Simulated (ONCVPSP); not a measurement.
# Before and after: ONCV potential for Sb

ONCVPSP 4.0.1 input, shortened (lines: element, Z, core and valence counts, functional; n l f; lmax; l rc ep ncon nbas qcut; lloc lpopt rc5 dvloc0; l nproj debl; icmod fcfact rcfact), LDA (Perdew-Zunger), scalar-relativistic:

```
  Sb 51.00    8    2        3      upf
    1    0    2.00
    2    0    2.00
    2    1    6.00
    3    0    2.00
    3    1    6.00
    3    2   10.00
    4    0    2.00
    4    1    6.00
    4    2   10.00
    5    0    2.00
    2
    0    1.75    0.00    5    8    3.30
    1    1.50    0.35    3    8    5.20
    2    0.90    0.00    3    6   10.40
    4    4    0.70    0.00
    0    2    0.90
    1    2    3.30
    2    3    2.50
    0    0.00    0.00
```

In the s channel the program set the typed energies aside and used -1.448, 0.250 Ha. In the p channel the program set the typed energies aside and used 0.050, 3.350 Ha.

Change: reference 4d10 5s1.75 5p3.25; wave p scattering state at 0.35 Ha: rc 1.50 bohr, ncon 3, nbas 8, qcut 5.2 1/bohr, 2 projectors, debl 3.3 Ha becomes 5p: rc 1.50 bohr, ncon 3, nbas 8, qcut 5.2 1/bohr, 2 projectors, debl 3.3 Ha.

Cutoffs: the cutoffs (Ha) at which the residual kinetic energy of the hardest occupied pseudo-wave falls to 1 and 0.1 mHa per electron; they do not see the model core or the augmentation charge, which bear on the density cutoff. Errors are all-electron minus pseudo energies relative to the spin-unpolarised reference configuration.

Task: What does the change do?

Result: The potential gets harder (49 Ha and 81 Ha → 100 Ha and 121 Ha); both files keep a bound ghost (d, p, s).

```tsv
quantity	base	changed
cutoff, loose	49 Ha	100 Ha
cutoff, tight	81 Ha	121 Ha
bound ghosts	s, p, d	s, p, d
GHOST(+) flags under 300 eV	s at 141.2 eV	s at 172.1 eV
largest error over its own tests, meV	-501	+9.5
s: phases at 1.78 bohr within 0.05 rad from the reference energy up to (Ha; the scan ends near 5)	4.5	to the end of the scan
p: phases at 1.52 bohr within 0.05 rad from the reference energy up to (Ha; the scan ends near 5)	to the end of the scan	to the end of the scan
d: phases at 0.91 bohr within 0.05 rad from the reference energy up to (Ha; the scan ends near 5)	to the end of the scan	to the end of the scan
```

 A true bound ghost makes a file unfit for plane-wave use even where its test errors are small: the radial tests pick states by their node count and pass the ghost by.
